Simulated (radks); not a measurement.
Trend from Lu+ to Hg+: ionisation energy by Delta-SCF between NIST ground configurations, and size. Method: scalar-relativistic Kohn-Sham, PBE, spin-polarised, spherical densities, finite nucleus; open shells are filled with parallel spins first (spin-orbit coupling, left out, can overturn this in heavy ions); Fermi nuclear charge, rms radius of each element as measured or else 0.836 A^(1/3) + 0.57 fm; computed with a radial shooting solver on a logarithmic mesh with Libxc functionals.

species       configuration  configuration of the ion  IE (eV)  NIST (eV)       kind  outermost  <r> outermost (bohr)
Lu+           [Xe] 4f14 6s2             [Xe] 4f14 6s1   14.045      14.13  semi-emp.         6s                  3.27
Hf+       [Xe] 4f14 5d1 6s2             [Xe] 4f14 5d2   15.071      14.61     theory         6s                  3.14
Ta+       [Xe] 4f14 5d3 6s1             [Xe] 4f14 5d3   15.687       16.2  semi-emp.         6s                  3.01
W+        [Xe] 4f14 5d4 6s1             [Xe] 4f14 5d4   16.485       16.4  semi-emp.         6s                  2.90
Re+       [Xe] 4f14 5d5 6s1             [Xe] 4f14 5d5   17.202       16.6  semi-emp.         6s                  2.80
Os+       [Xe] 4f14 5d6 6s1             [Xe] 4f14 5d6   17.711         17  semi-emp.         6s                  2.73
Ir+       [Xe] 4f14 5d7 6s1             [Xe] 4f14 5d7   18.137       17.0  semi-emp.         6s                  2.67
Pt+           [Xe] 4f14 5d9             [Xe] 4f14 5d8   19.442       18.6       exp.         5d                  1.65
Au+          [Xe] 4f14 5d10             [Xe] 4f14 5d9   21.041      20.20       exp.         5d                  1.58
Hg+      [Xe] 4f14 5d10 6s1            [Xe] 4f14 5d10   19.172     18.757       exp.         6s                  2.51

Reference values: NIST Atomic Spectra Database (exp. = measured, semi-emp. = semi-empirical, theory = theoretical value adopted there). Open shells are spherical and high-spin; term and fine-structure splittings are not resolved. Spin-orbit splitting is averaged out at the scalar-relativistic level.
